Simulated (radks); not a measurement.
The numbers below are computed, except where a source is named.
The nuclear charge of the xenon ion Xe2+ is varied continuously with 52 electrons held in [Kr] 4d10 5s2 5p4. Level of theory: scalar-relativistic Kohn-Sham, SCAN, spin-polarised, spherical densities, finite nucleus; open shells are filled with parallel spins first (spin-orbit coupling, left out, can overturn this in heavy ions); meta-GGA in the generalised Kohn-Sham scheme; Fermi nuclear charge, rms radius 4.7859 fm (a radial shooting solver on a logarithmic mesh with Libxc functionals). By the Hellmann-Feynman theorem dE/dZ = E(electron-nucleus)/Z, the electronic potential at the nucleus (averaged over a nucleus of fixed radius). The scalar-relativistic energy here is not variational (the density holds large components alone), so the two differ by a part that grows with Z.

Z     E (hartree)  E(electron-nucleus)/Z (hartree)  HOMO  e(HOMO) (eV)  <r> HOMO (bohr)
53.5  -7281.14606                         -328.791    5p       -19.875            2.202
53.6  -7314.19567                         -329.638    5p       -21.005            2.179
53.7  -7347.33046                         -330.485    5p       -22.153            2.157
53.8  -7380.55126                         -331.332    5p       -23.317            2.135
53.9  -7413.85787                         -332.179    5p       -24.497            2.114
54    -7447.24996                         -333.026    5p       -25.695            2.093
54.1   -7480.7275                         -333.874    5p       -26.908            2.074
54.2   -7514.2911                         -334.722    5p       -28.137            2.054
54.3   -7547.9403                         -335.571    5p       -29.382            2.036
54.4   -7581.6751                         -336.419    5p       -30.643            2.017
54.5   -7615.4961                         -337.268    5p       -31.920            2.000
54.6   -7649.4023                         -338.118    5p       -33.212            1.982
54.7   -7683.3952                         -338.967    5p       -34.519            1.966
54.8   -7717.4732                         -339.817    5p       -35.842            1.949
54.9   -7751.6373                         -340.667    5p       -37.180            1.933
55     -7785.8876                         -341.518    5p       -38.533            1.918

The central difference of E at Z = 54 is -334.348 hartree, to compare with the third column; the second derivative is -8.55 hartree.
